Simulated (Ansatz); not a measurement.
This geometry of AlBrH4O2Se (9 atoms, charge 0, multiplicity 1) is a first-order saddle point.

Theory: Ansatz, RKS PBE0-D4/def2-SVP.

```xyz
9
Properties=species:S:1:pos:R:3
Al -0.454 -0.177 -0.412
Br 0.209 -2.368 -0.266
O 0.019 0.669 -1.822
O -1.844 0.269 0.480
H 2.396 0.427 0.700
Se 1.163 1.067 1.184
H 0.109 0.261 -2.684
H -2.643 -0.257 0.525
H 1.045 0.110 2.295
```

**Question.** Which two structures does it join? (They come from a converged band through this point; their orientation in space is the band's.)

**Answer.** No bond is made or broken.  The two ends are copies of one structure, up to a mirror image or an exchange of like atoms.

Initial state:

```xyz
9
Properties=species:S:1:pos:R:3
Al -0.418 -0.256 -0.425
Br 0.544 -2.334 -0.400
O -0.322 0.613 -1.894
O -1.711 0.046 0.657
H 2.432 0.324 0.902
Se 1.181 1.045 1.189
H 0.050 0.237 -2.693
H -2.612 0.182 0.361
H 0.857 0.143 2.304
```

Final state:

```xyz
9
Properties=species:S:1:pos:R:3
Al -0.436 -0.263 -0.403
Br 0.132 -2.423 0.101
O 0.326 0.476 -1.746
O -2.000 0.246 0.067
H 2.358 0.451 0.549
Se 1.175 1.040 1.194
H -0.159 0.742 -2.530
H -2.639 -0.351 0.460
H 1.244 0.080 2.308
```

**Question.** How far does it lie above each of them?

**Answer.** 0.018 eV above the first and 0.018 eV above the second. This is the barrier of this one path; another mechanism may lie lower.

Time of the run: 12 min on 4 threads of Arm Neoverse N1, on a shared host, peak memory 0.4 GiB.
